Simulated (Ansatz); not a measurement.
Compare A (`BC[SiH](N)F`) with its isomer B (`NC[SiH2]BF`).

Program: Ansatz. Geometries: PBE0-D4/def2-TZVP. ΔE: electronic, gas phase. CCSD(T)/CBS is the MP2 limit (def2-TZVPP, def2-QZVPP) plus CCSD(T) − MP2 in def2-TZVPP, frozen cores. Functionals use def2-TZVPP. B3LYP here is the variant with VWN-RPA as its local correlation; programs differ in this. One conformer a species, not always the lowest.

A:

Z-matrix (Å, degrees):
```
C
Si 1 1.871
B 1 1.537 2 109.9
H 1 1.095 2 105.4 3 123.4
H 1 1.096 2 102.7 3 -121.4
F 2 1.607 1 107.0 3 -49.5
N 2 1.698 1 109.3 3 -172.7
H 2 1.479 1 113.8 3 66.9
H 3 1.198 1 120.2 2 -82.4
H 3 1.196 1 121.1 2 95.0
H 7 1.007 2 122.1 1 44.5
H 7 1.007 2 121.0 1 -163.3
```

B:

Z-matrix (Å, degrees):
```
C
Si 1 1.886
N 1 1.458 2 111.1
H 1 1.096 2 106.9 3 -118.6
H 1 1.102 2 108.7 3 127.4
B 2 2.036 1 113.4 3 -176.2
H 2 1.496 1 109.1 3 -56.3
H 2 1.491 1 111.0 3 61.0
H 3 1.012 1 111.0 2 60.0
H 3 1.012 1 111.2 2 179.1
F 6 1.325 2 120.6 1 1.5
H 6 1.204 2 123.8 1 -178.6
```

Question: Which is lower in electronic energy at CCSD(T)/CBS, and by how much? (Best estimate.)

Answer: Computed: A, by 213.3 kJ/mol.

Question: Give E(B) − E(A) in kJ/mol with B3LYP-D4, B3LYP, CCSD/def2-TZVPP, r2SCAN-D4, ωB97M-V, PBE-D4, MP2/def2-TZVPP. (Best estimate.)

Answer: Ansatz gave: B3LYP-D4 204.0, B3LYP 201.0, CCSD/def2-TZVPP 208.7, r2SCAN-D4 210.6, ωB97M-V 213.3, PBE-D4 185.0, MP2/def2-TZVPP 222.6. None reverses the order clearly.

Largest T1 diagnostic: 0.012.

From PBE to PBE0 (25 % exact exchange), in def2-TZVPP and without D4, E(B) − E(A) moves by +11.7 kJ/mol.
